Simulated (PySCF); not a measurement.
Compound: C3H8FNSi.
SMILES with atom numbers: `[CH2:1]=[C:2]([F:3])[SiH2:4][NH:5][CH3:6]` (hydrogens: H7, H8 on C1; H9, H10 on Si4; H11 on N5; H12, H13, H14 on C6)

The same species was optimised twice, with GFN2-xTB and with PBE0-D3(BJ)/def2-SVP (PySCF), and the same property calculations (PySCF, gas phase) were run on both structures.

```
      coordinate  GFN2-xTB  PBE0-D3(BJ)/def2-SVP  change
      Si4–N5 (Å)     1.711                 1.725  +0.014
       C2–F3 (Å)     1.365                 1.352  -0.013
       C1=C2 (Å)     1.320                 1.331  +0.011
      C2–Si4 (Å)     1.894                 1.887  -0.007
       N5–C6 (Å)     1.442                 1.442   0.000
   C2–Si4–N5 (°)     103.5                 105.4    +1.9
    C1–C2–F3 (°)     117.7                 119.5    +1.8
   F3–C2–Si4 (°)     114.6                 113.1    -1.5
   Si4–N5–C6 (°)     124.1                 125.5    +1.4
   C1–C2–Si4 (°)     127.7                 127.4    -0.3
C1–C2–Si4–N5 (°)      -146                  -136     +10
C2–Si4–N5–C6 (°)       180                   177      -3
```

Rotational constants: A = 6113, B = 1545, C = 1306 MHz (GFN2-xTB) against A = 6035, B = 1504, C = 1306 MHz (PBE0-D3(BJ)/def2-SVP). Point groups within 0.08 Å: C1 and C1.

On the GFN2-xTB structure: lowest singlet, TDDFT (eV) 5.50 [PBE0/def2-SVPD]; lowest triplet, Tamm–Dancoff (eV) 4.25 [PBE0/def2-SVPD]; isotropic polarisability (au) 72.7 [PBE0/def2-SVPD]; HOMO (eV) -6.85 [PBE0/def2-SVPD]; LUMO (eV) -0.22 [PBE0/def2-SVPD]; dipole (D) 0.99 [PBE0/def2-SVPD]; HOMO (eV) -6.80 [PBE0/pcSseg-1]; LUMO (eV) -0.06 [PBE0/pcSseg-1]; dipole (D) 1.13 [PBE0/pcSseg-1]; GIAO shielding of C1 (ppm) 74.0 [PBE0/pcSseg-1]; GIAO shielding of C2 (ppm) 7.7 [PBE0/pcSseg-1]; GIAO shielding of F3 (ppm) 273.7 [PBE0/pcSseg-1]; GIAO shielding of Si4 (ppm) 396.6 [PBE0/pcSseg-1]; GIAO shielding of N5 (ppm) 262.4 [PBE0/pcSseg-1]; GIAO shielding of C6 (ppm) 155.1 [PBE0/pcSseg-1].

**Question.** What do these properties become on the PBE0-D3(BJ)/def2-SVP structure?

**Answer.** 
| property | level | on GFN2-xTB | on PBE0-D3(BJ)/def2-SVP | change |
| --- | --- | --- | --- | --- |
| lowest singlet, TDDFT (eV) | PBE0/def2-SVPD | 5.50 | 5.39 | -0.11 |
| lowest triplet, Tamm–Dancoff (eV) | PBE0/def2-SVPD | 4.25 | 4.16 | -0.09 |
| isotropic polarisability (au) | PBE0/def2-SVPD | 72.7 | 74.3 | +1.6 |
| HOMO (eV) | PBE0/def2-SVPD | -6.85 | -6.85 | 0.00 |
| LUMO (eV) | PBE0/def2-SVPD | -0.22 | -0.32 | -0.10 |
| dipole (D) | PBE0/def2-SVPD | 0.99 | 0.92 | -0.07 |
| energy, GFN2-xTB geometry as zero (kcal/mol) | PBE0/def2-SVPD | 0.0 | -1.6 | -1.6 |
| HOMO (eV) | PBE0/pcSseg-1 | -6.80 | -6.80 | 0.00 |
| LUMO (eV) | PBE0/pcSseg-1 | -0.06 | -0.18 | -0.12 |
| dipole (D) | PBE0/pcSseg-1 | 1.13 | 1.04 | -0.09 |
| energy, GFN2-xTB geometry as zero (kcal/mol) | PBE0/pcSseg-1 | 0.0 | -1.2 | -1.2 |
| GIAO shielding of C1 (ppm) | PBE0/pcSseg-1 | 74.0 | 71.0 | -3.0 |
| GIAO shielding of C2 (ppm) | PBE0/pcSseg-1 | 7.7 | 5.8 | -1.9 |
| GIAO shielding of F3 (ppm) | PBE0/pcSseg-1 | 273.7 | 273.4 | -0.3 |
| GIAO shielding of Si4 (ppm) | PBE0/pcSseg-1 | 396.6 | 394.0 | -2.6 |
| GIAO shielding of N5 (ppm) | PBE0/pcSseg-1 | 262.4 | 260.5 | -1.9 |
| GIAO shielding of C6 (ppm) | PBE0/pcSseg-1 | 155.1 | 153.7 | -1.4 |

The heavy atoms differ by 0.084 Å rms after alignment. Among bonds between heavy atoms C2–F3 and Si4–N5 change most and about equally (-0.013 to +0.014 Å). Changes are differences of the printed values. Neither structure is proved a minimum here.

Shape of the structure used: `[CH2:1]=[C:2]([F:3])[SiH2:4][NH:5][CH3:6]`: C1–C2–Si4–N5 -136°, C2–Si4–N5–C6 177°.
